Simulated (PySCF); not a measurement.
A calculated (PBE0, PySCF 2.14, x2c-QZVPPall, the spin-free X2C one-electron Hamiltonian (Gaussian nucleus)) atom or ion has these occupied shells.

| shell | electrons | orbital energy (eV) | rms radius, mean of both spins (bohr) |
| --- | --- | --- | --- |
| 1s α | 1 | -8248.8 | 0.0624 |
| 1s β | 1 | -8248.7 | 0.0624 |
| 2s α | 1 | -993.14 | 0.266 |
| 2s β | 1 | -992.51 | 0.266 |
| 2p α | 3 | -852.67 | 0.238 |
| 2p β | 3 | -852.15 | 0.238 |
| 3s α | 1 | -112.75 | 0.799 |
| 3s β | 1 | -111.24 | 0.799 |
| 3p α | 3 | -71.656 | 0.854 |
| 3p β | 3 | -70.077 | 0.854 |
| 3d α | 5 | -7.091 | 1.30 |
| 3d β | 4 | -5.941 | 1.30 |
| 4s α | 1 | -5.452 | 3.27 |

Problem. Name the element and its charge.

Solution. Ni (nickel, neutral), in [Ar] 3d9 4s1, high-spin 3D determinant (an excited configuration).
